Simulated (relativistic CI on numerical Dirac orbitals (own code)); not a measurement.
## Cl3+: what numerical and physical settings do to a radial Dirac CI calculation

Reference input:

```
atom Cl  Z=17  charge=3  electrons=14
nucleus A=35  rms_radius_fm=3.3654
hamiltonian dirac-coulomb  breit=on  qed=on  c_scale=1
orbitals kli  potential=per-configuration
slater_scale 1
correlation none
mixing on
grid step=0.0125 r_max=25.7
scf mixing=0.4 start=green max_iterations=150 tolerance=2e-08 node_fill=0.05
configurations
  [Ne] 3s2 3p2
end
```

Computed lowest total energy -458.06600 Ha, first excitation 491.3 cm⁻¹, 10 SCF steps. Runs with settings changed; * marks those that are bad on purpose (the QED terms keep the true α when c is scaled):

| Changed | Outcome | Lowest level | ΔE (Ha) | First excitation (cm⁻¹) | SCF steps | Message |
| --- | --- | --- | --- | --- | --- | --- |
| nuclear radius 3.7019 fm, Slater scale 0.6, SCF mixing 0.1 | converged | 3p2 3P_0 | 0.0145 | 514.0 | 11 |  |
| Breit term off, SCF mixing 0.2 | converged | 3p2 3P_0 | -0.108 | 514.3 | 11 |  |
| SCF tolerance 1e-05, nuclear radius 3.0289 fm, end of the grid at 38.55 bohr | converged | 3p2 3P_0 | -6.81e-05 | 491.3 | 8 |  |
| speed of light × 0.8, QED terms off, Breit term off | converged | 3p2 3P_0 | -1.01 | 839.9 | 10 |  |
| Slater scale 2 * | converged | 3p2 3P_0 | -0.0361 | 478.1 | 10 |  |
| configuration list: no such shell * | refused |  |  |  | 0 | configuration [Ne] 3s2 2d2: l must be smaller than n |

With so few configurations and no correlation, terms lie too far apart (by 10 to 50 % near neutrality), their order can be wrong, and levels of other configurations are missing.
